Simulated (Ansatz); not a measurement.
CH$_{8}$ClNSi$_{2}$ (`CN([SiH3])[SiH2]Cl`) from Hartree–Fock to CCSD(T)

```xyz
13

C     0.8021    0.1913    1.2699
N    -0.0601   -0.0807    0.1186
Si    0.4274   -1.3848   -0.9145
Si   -1.2776    1.0537   -0.2616
Cl   -0.5198    2.7992   -1.0697
H     1.0789   -0.7407    1.7721
H     0.2817    0.8137    2.0029
H     1.7221    0.7104    0.9816
H     0.4935   -2.6408   -0.1190
H    -0.5703   -1.5100   -2.0039
H     1.7791   -1.1487   -1.4930
H    -2.1899    0.4685   -1.2652
H    -1.9669    1.4688    0.9818
```

The species carries charge 0 and has multiplicity 1. All single points use the PBE0-D4/def2-TZVP geometry. It is one conformer, not always the lowest. Frozen core, restricted reference, Ansatz 0.2.0. CBS rows extrapolate triple and quadruple zeta; past MP2 they add the triple-zeta difference.

```json
{"basis": "def2-SVP", "HF (Eh)": "-1134.03215", "MP2 corr.": "-0.64378"}
{"basis": "def2-TZVPP", "HF (Eh)": "-1134.51119", "MP2 corr.": "-0.82661"}
{"basis": "def2-QZVPP", "HF (Eh)": "-1134.54744", "MP2 corr.": "-0.89100"}
```

Problem. Estimate the CCSD correlation energy and the (T) correction in each basis where they were run (hartree).

Solution. 
```json
{"basis": "def2-SVP", "CCSD corr.": "-0.71342", "(T)": "-0.01844"}
{"basis": "def2-TZVPP", "CCSD corr.": "-0.89324", "(T)": "-0.03467"}
{"basis": "CBS(def2)", "CCSD corr.": "-1.00534", "(T)": "as TZ"}
```
